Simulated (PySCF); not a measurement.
HS2, SMILES S[S], multiplicity 2. Atoms are numbered in the order given.

```xyz
3

S      0.0141     1.0205     0.0000
S     -0.0904    -0.9391     0.0000
H      1.2199    -1.3024     0.0000
```
Charge 0, spin multiplicity 2.

Geometry optimised at r2SCAN-D4/def2-TZVP. The isomer is the one that the SMILES or the coordinates give; other isomers of the formula were not compared.

The numbers are results of PBE0/def2-TZVPD (PySCF), not measurements.

Mulliken values depend strongly on the basis, most of all with diffuse functions as here. Atomic charges (e):

| atom | meta-Löwdin | Mulliken | Mulliken spin |
|---|---|---|---|
| S1 | -0.17 | -0.14 | 0.71 |
| S2 | 0.09 | -0.10 | 0.31 |
| H3 | 0.09 | 0.24 | -0.02 |
